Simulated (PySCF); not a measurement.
# Static response to an electric field

C4H12OSi.
Geometry (PBE0-D3(BJ)/def2-SVP, Å), atoms numbered from 1 in this order:
```xyz
18
C4H12OSi angstrom
C     -2.099    0.018    0.347
C     -0.651    0.306   -0.017
C      0.122    0.996    1.097
C      1.585    1.214    0.772
O      2.220   -0.029    0.582
Si     3.777   -0.202    0.025
H     -2.164   -0.642    1.227
H     -2.633   -0.476   -0.478
H     -2.645    0.944    0.590
H     -0.611    0.932   -0.926
H     -0.132   -0.632   -0.270
H      0.058    0.397    2.022
H     -0.331    1.977    1.327
H      1.676    1.837   -0.142
H      2.075    1.772    1.593
H      4.018   -1.664   -0.105
H      3.944    0.475   -1.300
H      4.765    0.397    0.978
```

Level: CAM-B3LYP/def2-SVPD (PySCF), static field, nuclei fixed, core orbitals frozen in the response. The polarisability tensor in these axes (au):

```
x   94.08 -1.42 -1.32
y   -1.42 76.37  2.10
z   -1.32  2.10 74.80
```

Task: Diagonalise the tensor; give its mean and Δα, where Δα² is half the sum of the squared differences of the eigenvalues.

Result: Principal values 73.34, 77.60 and 94.31 au; mean 81.75 au = 12.11 Å³ = 13.48 × 10⁻⁴⁰ C²·m²/J; Δα = 19.20 au (23 % of the mean).

Task: What is the dipole moment, and where does it point?

Result: (-0.08, 0.95, -0.05) D, 0.95 D in size, pointing from the negative to the positive side. Measured along this direction, the outermost atoms are H16 at the negative end and H13 at the positive end.

Task: How large is μ²/3kT at 350 K beside α?

Result: In Gaussian units μ²/3kT = 6.25 Å³ against 12.11 Å³, a ratio of 0.52; the Debye molar polarisation (4π/3)N_A(α + μ²/3kT) is 46.3 cm³/mol, leaving out the vibrational part.

Task: Find the Langevin capture rate constant for NH4+ (18.034 u) meeting this molecule (104.066 u), k = 2.342 × 10⁻⁹ cm³/s × √(α in Å³ / reduced mass in u).

Result: The reduced mass is 15.37 u, so k = 2.08 × 10⁻⁹ cm³/s. The formula leaves out the permanent dipole, which adds to the capture rate.

Task: Give the principal axes and the span of the nuclei along them.

Result: Largest value along (0.99, -0.09, -0.08), where the nuclei span 7.38 Å; middle along (0.12, 0.82, 0.56), 3.55 Å; least along (0.01, -0.57, 0.82), 2.74 Å. The response follows the extents in order.

Geometry: PBE0-D3(BJ)/def2-SVP, one conformer, isolated molecule.
